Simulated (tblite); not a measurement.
Species: C₂H₃BO₂.
Atom-mapped SMILES: `[CH:1]#[C:2][B:3]([OH:4])[OH:5]` (hydrogens: H6 on C1; H7 on O4; H8 on O5)

Computed with GFN2-xTB (tblite), gas phase: Langevin dynamics at 300 K from the optimised GFN2-xTB geometry, time step 0.5 fs, friction 0.01 fs⁻¹, 2000 steps. The instantaneous temperature is 2·E(kin)/(3Nk) with all 3N coordinates.

```json
{"t (fs)": "0", "T (K)": "234", "E(pot) above start (eV)": "0.000", "C1≡C2 (Å)": "1.201", "C2–B3 (Å)": "1.532", "B3–O4 (Å)": "1.356", "B3–O5 (Å)": "1.356", "C1–H6 (Å)": "1.051"}
{"t (fs)": "25", "T (K)": "151", "E(pot) above start (eV)": "0.117", "C1≡C2 (Å)": "1.192", "C2–B3 (Å)": "1.526", "B3–O4 (Å)": "1.374", "B3–O5 (Å)": "1.343", "C1–H6 (Å)": "1.057"}
{"t (fs)": "50", "T (K)": "226", "E(pot) above start (eV)": "0.174", "C1≡C2 (Å)": "1.211", "C2–B3 (Å)": "1.523", "B3–O4 (Å)": "1.370", "B3–O5 (Å)": "1.403", "C1–H6 (Å)": "1.022"}
{"t (fs)": "75", "T (K)": "187", "E(pot) above start (eV)": "0.251", "C1≡C2 (Å)": "1.200", "C2–B3 (Å)": "1.520", "B3–O4 (Å)": "1.383", "B3–O5 (Å)": "1.400", "C1–H6 (Å)": "1.081"}
{"t (fs)": "100", "T (K)": "186", "E(pot) above start (eV)": "0.242", "C1≡C2 (Å)": "1.190", "C2–B3 (Å)": "1.499", "B3–O4 (Å)": "1.327", "B3–O5 (Å)": "1.364", "C1–H6 (Å)": "1.045"}
{"t (fs)": "125", "T (K)": "249", "E(pot) above start (eV)": "0.246", "C1≡C2 (Å)": "1.206", "C2–B3 (Å)": "1.587", "B3–O4 (Å)": "1.365", "B3–O5 (Å)": "1.398", "C1–H6 (Å)": "1.078"}
{"t (fs)": "150", "T (K)": "254", "E(pot) above start (eV)": "0.260", "C1≡C2 (Å)": "1.199", "C2–B3 (Å)": "1.470", "B3–O4 (Å)": "1.314", "B3–O5 (Å)": "1.370", "C1–H6 (Å)": "1.026"}
{"t (fs)": "175", "T (K)": "196", "E(pot) above start (eV)": "0.354", "C1≡C2 (Å)": "1.199", "C2–B3 (Å)": "1.646", "B3–O4 (Å)": "1.340", "B3–O5 (Å)": "1.370", "C1–H6 (Å)": "1.084"}
{"t (fs)": "200", "T (K)": "297", "E(pot) above start (eV)": "0.140", "C1≡C2 (Å)": "1.197", "C2–B3 (Å)": "1.505", "B3–O4 (Å)": "1.330", "B3–O5 (Å)": "1.341", "C1–H6 (Å)": "1.031"}
{"t (fs)": "225", "T (K)": "345", "E(pot) above start (eV)": "0.149", "C1≡C2 (Å)": "1.195", "C2–B3 (Å)": "1.541", "B3–O4 (Å)": "1.376", "B3–O5 (Å)": "1.361", "C1–H6 (Å)": "1.060"}
{"t (fs)": "250", "T (K)": "336", "E(pot) above start (eV)": "0.056", "C1≡C2 (Å)": "1.202", "C2–B3 (Å)": "1.544", "B3–O4 (Å)": "1.361", "B3–O5 (Å)": "1.342", "C1–H6 (Å)": "1.049"}
{"t (fs)": "275", "T (K)": "214", "E(pot) above start (eV)": "0.155", "C1≡C2 (Å)": "1.216", "C2–B3 (Å)": "1.557", "B3–O4 (Å)": "1.366", "B3–O5 (Å)": "1.317", "C1–H6 (Å)": "1.056"}
{"t (fs)": "300", "T (K)": "231", "E(pot) above start (eV)": "0.260", "C1≡C2 (Å)": "1.203", "C2–B3 (Å)": "1.565", "B3–O4 (Å)": "1.369", "B3–O5 (Å)": "1.324", "C1–H6 (Å)": "1.061"}
{"t (fs)": "325", "T (K)": "163", "E(pot) above start (eV)": "0.342", "C1≡C2 (Å)": "1.212", "C2–B3 (Å)": "1.540", "B3–O4 (Å)": "1.395", "B3–O5 (Å)": "1.319", "C1–H6 (Å)": "1.047"}
{"t (fs)": "350", "T (K)": "385", "E(pot) above start (eV)": "0.162", "C1≡C2 (Å)": "1.205", "C2–B3 (Å)": "1.538", "B3–O4 (Å)": "1.367", "B3–O5 (Å)": "1.322", "C1–H6 (Å)": "1.052"}
{"t (fs)": "375", "T (K)": "355", "E(pot) above start (eV)": "0.178", "C1≡C2 (Å)": "1.202", "C2–B3 (Å)": "1.540", "B3–O4 (Å)": "1.372", "B3–O5 (Å)": "1.348", "C1–H6 (Å)": "1.045"}
{"t (fs)": "400", "T (K)": "310", "E(pot) above start (eV)": "0.259", "C1≡C2 (Å)": "1.210", "C2–B3 (Å)": "1.515", "B3–O4 (Å)": "1.361", "B3–O5 (Å)": "1.357", "C1–H6 (Å)": "1.081"}
{"t (fs)": "425", "T (K)": "352", "E(pot) above start (eV)": "0.222", "C1≡C2 (Å)": "1.204", "C2–B3 (Å)": "1.544", "B3–O4 (Å)": "1.380", "B3–O5 (Å)": "1.385", "C1–H6 (Å)": "1.049"}
{"t (fs)": "450", "T (K)": "462", "E(pot) above start (eV)": "0.144", "C1≡C2 (Å)": "1.201", "C2–B3 (Å)": "1.510", "B3–O4 (Å)": "1.349", "B3–O5 (Å)": "1.341", "C1–H6 (Å)": "1.047"}
{"t (fs)": "475", "T (K)": "479", "E(pot) above start (eV)": "0.277", "C1≡C2 (Å)": "1.198", "C2–B3 (Å)": "1.566", "B3–O4 (Å)": "1.360", "B3–O5 (Å)": "1.341", "C1–H6 (Å)": "1.081"}
{"t (fs)": "500", "T (K)": "514", "E(pot) above start (eV)": "0.195", "C1≡C2 (Å)": "1.201", "C2–B3 (Å)": "1.516", "B3–O4 (Å)": "1.379", "B3–O5 (Å)": "1.352", "C1–H6 (Å)": "1.038"}
{"t (fs)": "525", "T (K)": "362", "E(pot) above start (eV)": "0.314", "C1≡C2 (Å)": "1.213", "C2–B3 (Å)": "1.511", "B3–O4 (Å)": "1.371", "B3–O5 (Å)": "1.376", "C1–H6 (Å)": "1.070"}
{"t (fs)": "550", "T (K)": "324", "E(pot) above start (eV)": "0.348", "C1≡C2 (Å)": "1.214", "C2–B3 (Å)": "1.554", "B3–O4 (Å)": "1.345", "B3–O5 (Å)": "1.343", "C1–H6 (Å)": "1.040"}
{"t (fs)": "575", "T (K)": "387", "E(pot) above start (eV)": "0.246", "C1≡C2 (Å)": "1.179", "C2–B3 (Å)": "1.535", "B3–O4 (Å)": "1.372", "B3–O5 (Å)": "1.351", "C1–H6 (Å)": "1.072"}
{"t (fs)": "600", "T (K)": "377", "E(pot) above start (eV)": "0.427", "C1≡C2 (Å)": "1.225", "C2–B3 (Å)": "1.560", "B3–O4 (Å)": "1.374", "B3–O5 (Å)": "1.373", "C1–H6 (Å)": "1.042"}
{"t (fs)": "625", "T (K)": "270", "E(pot) above start (eV)": "0.483", "C1≡C2 (Å)": "1.215", "C2–B3 (Å)": "1.522", "B3–O4 (Å)": "1.369", "B3–O5 (Å)": "1.317", "C1–H6 (Å)": "1.102"}
{"t (fs)": "650", "T (K)": "210", "E(pot) above start (eV)": "0.337", "C1≡C2 (Å)": "1.194", "C2–B3 (Å)": "1.563", "B3–O4 (Å)": "1.375", "B3–O5 (Å)": "1.321", "C1–H6 (Å)": "1.010"}
{"t (fs)": "675", "T (K)": "333", "E(pot) above start (eV)": "0.216", "C1≡C2 (Å)": "1.212", "C2–B3 (Å)": "1.539", "B3–O4 (Å)": "1.360", "B3–O5 (Å)": "1.342", "C1–H6 (Å)": "1.094"}
{"t (fs)": "700", "T (K)": "396", "E(pot) above start (eV)": "0.170", "C1≡C2 (Å)": "1.219", "C2–B3 (Å)": "1.507", "B3–O4 (Å)": "1.377", "B3–O5 (Å)": "1.368", "C1–H6 (Å)": "0.998"}
{"t (fs)": "725", "T (K)": "178", "E(pot) above start (eV)": "0.223", "C1≡C2 (Å)": "1.184", "C2–B3 (Å)": "1.535", "B3–O4 (Å)": "1.367", "B3–O5 (Å)": "1.359", "C1–H6 (Å)": "1.110"}
{"t (fs)": "750", "T (K)": "233", "E(pot) above start (eV)": "0.183", "C1≡C2 (Å)": "1.206", "C2–B3 (Å)": "1.554", "B3–O4 (Å)": "1.299", "B3–O5 (Å)": "1.401", "C1–H6 (Å)": "1.018"}
{"t (fs)": "775", "T (K)": "191", "E(pot) above start (eV)": "0.229", "C1≡C2 (Å)": "1.194", "C2–B3 (Å)": "1.522", "B3–O4 (Å)": "1.338", "B3–O5 (Å)": "1.452", "C1–H6 (Å)": "1.057"}
{"t (fs)": "800", "T (K)": "220", "E(pot) above start (eV)": "0.229", "C1≡C2 (Å)": "1.200", "C2–B3 (Å)": "1.491", "B3–O4 (Å)": "1.305", "B3–O5 (Å)": "1.432", "C1–H6 (Å)": "1.031"}
{"t (fs)": "825", "T (K)": "304", "E(pot) above start (eV)": "0.140", "C1≡C2 (Å)": "1.214", "C2–B3 (Å)": "1.564", "B3–O4 (Å)": "1.328", "B3–O5 (Å)": "1.362", "C1–H6 (Å)": "1.085"}
{"t (fs)": "850", "T (K)": "354", "E(pot) above start (eV)": "0.154", "C1≡C2 (Å)": "1.191", "C2–B3 (Å)": "1.526", "B3–O4 (Å)": "1.365", "B3–O5 (Å)": "1.365", "C1–H6 (Å)": "1.030"}
{"t (fs)": "875", "T (K)": "294", "E(pot) above start (eV)": "0.228", "C1≡C2 (Å)": "1.220", "C2–B3 (Å)": "1.555", "B3–O4 (Å)": "1.378", "B3–O5 (Å)": "1.376", "C1–H6 (Å)": "1.073"}
{"t (fs)": "900", "T (K)": "263", "E(pot) above start (eV)": "0.282", "C1≡C2 (Å)": "1.209", "C2–B3 (Å)": "1.546", "B3–O4 (Å)": "1.329", "B3–O5 (Å)": "1.281", "C1–H6 (Å)": "1.042"}
{"t (fs)": "925", "T (K)": "393", "E(pot) above start (eV)": "0.147", "C1≡C2 (Å)": "1.196", "C2–B3 (Å)": "1.564", "B3–O4 (Å)": "1.389", "B3–O5 (Å)": "1.338", "C1–H6 (Å)": "1.059"}
{"t (fs)": "950", "T (K)": "307", "E(pot) above start (eV)": "0.248", "C1≡C2 (Å)": "1.201", "C2–B3 (Å)": "1.540", "B3–O4 (Å)": "1.396", "B3–O5 (Å)": "1.348", "C1–H6 (Å)": "1.072"}
{"t (fs)": "975", "T (K)": "221", "E(pot) above start (eV)": "0.391", "C1≡C2 (Å)": "1.215", "C2–B3 (Å)": "1.556", "B3–O4 (Å)": "1.338", "B3–O5 (Å)": "1.286", "C1–H6 (Å)": "1.044"}
{"t (fs)": "1000", "T (K)": "321", "E(pot) above start (eV)": "0.253", "C1≡C2 (Å)": "1.211", "C2–B3 (Å)": "1.581", "B3–O4 (Å)": "1.343", "B3–O5 (Å)": "1.348", "C1–H6 (Å)": "1.065"}
```

Q: From 500 fs on, how do temperature and potential energy compare with equipartition?

A: The mean temperature of these 21 frames is 307 K against the target 300 K, and the mean potential energy 0.26 eV against 18 × kT/2 = 0.23 eV for 18 classical harmonic modes. For 8 atoms in a canonical ensemble the temperature itself scatters by T·√(2/(3N)) = 87 K; here its standard deviation is 81 K. The whole run lasts only 10 friction times of 100 fs, so these averages carry a wide statistical error.

Q: What are the kinetic and total energies of the listed frame with the highest potential energy?

A: The one at 625 fs, 0.483 eV above the start. Its kinetic energy is 3NkT/2 = 0.279 eV at 270 K, so the sum is 0.76 eV; over the listed frames the sum runs from 0.24 to 0.82 eV, since the thermostat adds and removes energy.

Q: How much do the listed bonds fluctuate from 500 fs on?

A: 
```
 bond  at the start (Å)  mean (Å)  standard deviation (Å)
C1≡C2             1.201     1.205                   0.012
C2–B3             1.532     1.540                   0.022
B3–O4             1.356     1.357                   0.026
B3–O5             1.356     1.357                   0.039
C1–H6             1.051     1.055                   0.029
```

The motion is classical and holds no zero-point motion.

What follows is the cost of the whole dynamics run. On one thread, Intel Xeon 6975P-C (x86_64), on a shared host, this took 3.6 s of wall time and 0.19 GiB of memory at its peak.
